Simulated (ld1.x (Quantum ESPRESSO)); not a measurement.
# tellurium: excitation energies, all-electron against TM semilocal

```
Element                 : Te
Generator               : ld1.x (Quantum ESPRESSO) 7.5
Type                    : norm-conserving Troullier–Martins (semilocal form)
Functional              : PBEsol
Relativity              : scalar-relativistic
Frozen core             : [Kr]
Valence charge          : 16
Reference configuration : 4d10 5s2 5p4
Partial waves           : 5s (bound): rc 1.85 bohr; 5p (bound): rc 2.05 bohr; 4f channel at 0.1 Ry: rc 1.60 bohr; 4d (bound): rc 1.30 bohr
Local potential         : the d channel
Core correction         : none
```

Energies are relative to the spin-unpolarised reference configuration 4d10 5s2 5p4; without spin polarisation the order of configurations can differ from experiment.

```csv
valence configuration,charge,ΔE all-electron (eV),error AE − PS (meV)
4d10 5s2 5p2,+2,27.722,-0.2
4d10 5s2 5p1,+3,54.678,+2.7
4d10 5s0 5p6,0,18.766,-4.5
4d10 5s1 5p4,+1,19.626,+2.4
4d10 5s2 5p0,+4,91.201,+6.6
4d10 5s2 5p4.3,-0.3,-1.472,+0.4
```

What are ΔE and the potential's error for 4d10 5s2 5p3?

ΔE = 9.753 eV all-electron; the error (AE − PS) is -1.0 meV.

Levels in the configuration 4d10 5s0 5p6:

| level | all-electron (eV) | pseudo (eV) |
| --- | --- | --- |
| 4d | -44.219 | -44.254 |
| 5p | -7.036 | -7.028 |

ld1.x printed “convergence not achieved” for 6 of the counted tests; their residual had stalled under 1e-8, short of the target of 1e-14.
